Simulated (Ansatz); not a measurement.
# A small benchmark: atomisation enthalpy at 298 K

8 molecules holding an element past argon; the atomisation enthalpy at 298 K in kJ/mol, computed less measured. Shapes, held fixed at every level: PBE0-D4/def2-TZVP. Thermal terms are harmonic and unscaled (PBE0-D4/def2-TZVP); the spin-orbit lowering of the free atoms is taken from their spectra. Programs: Ansatz 0.2.0. Measured values: Active Thermochemical Tables, CRC Handbook of Chemistry and Physics, NIST-JANAF tables.

Levels: A = BHLYP-D4/def2-TZVPP; B = PBE0-D4/def2-TZVPP; C = CCSD/def2-TZVPP.

```tsv
molecule	from tabulated heats	A	B	C
IBr (iodine monobromide)	178	-42	-7	-46
I2 (iodine)	151	-43	-11	-52
BBr3 (boron tribromide)	1110	-57	+33	-69
GeF4 (tetrafluorogermane)	1880	-142	-33	-64
SiHI3 (triiodosilane)	1063	-41	+13	-79
C2H3I (vinyl iodide)	2064	-80	+11	-100
C4H9Br (2-bromo-2-methylpropane)	5074	-125	+27	-181
C4H9I (tert-butyl iodide)	5008	-128	+23	-186
```

Task: Sum up the errors.

Result: 
```json
{"level": "BHLYP-D4/def2-TZVPP", "kind": "global hybrid", "mean error": "-82.2", "mean absolute error": "82.2", "worst case": "GeF4"}
{"level": "PBE0-D4/def2-TZVPP", "kind": "global hybrid", "mean error": "+7.0", "mean absolute error": "19.8", "worst case": "BBr3"}
{"level": "CCSD/def2-TZVPP", "kind": "coupled cluster or CI", "mean error": "-97.1", "mean absolute error": "97.1", "worst case": "C4H9I"}
```

On this set PBE0-D4/def2-TZVPP has the smallest mean absolute error and CCSD/def2-TZVPP the largest. BHLYP-D4/def2-TZVPP is too low in 8 of 8; CCSD/def2-TZVPP is too low in 8 of 8. The heats of GeF4, C4H9Br, C4H9I come from older tables and can be uncertain by 10 kJ/mol or more. The molecules' own spin-orbit binding is left out, so errors for heavy halides read too negative. The tabulated values of BBr3, SiHI3 are in doubt (older tables, estimates, or at odds with other calculations) and kept here. Over the 6 molecules whose values aren't doubted the mean absolute errors are A 93.3; B 18.7; C 104.8. For CCSD/def2-TZVPP the error grows with the size of the molecule. Correlated wave functions converge slowly with the basis. CCSD also lacks the triples, which bind further. For atoms past krypton def2 sets carry core potentials with scalar relativity. Relativity is left out for Br, Ge. Outer-core shells of Br, Ge, I are correlated, in sets that cover them unevenly. The set is small.
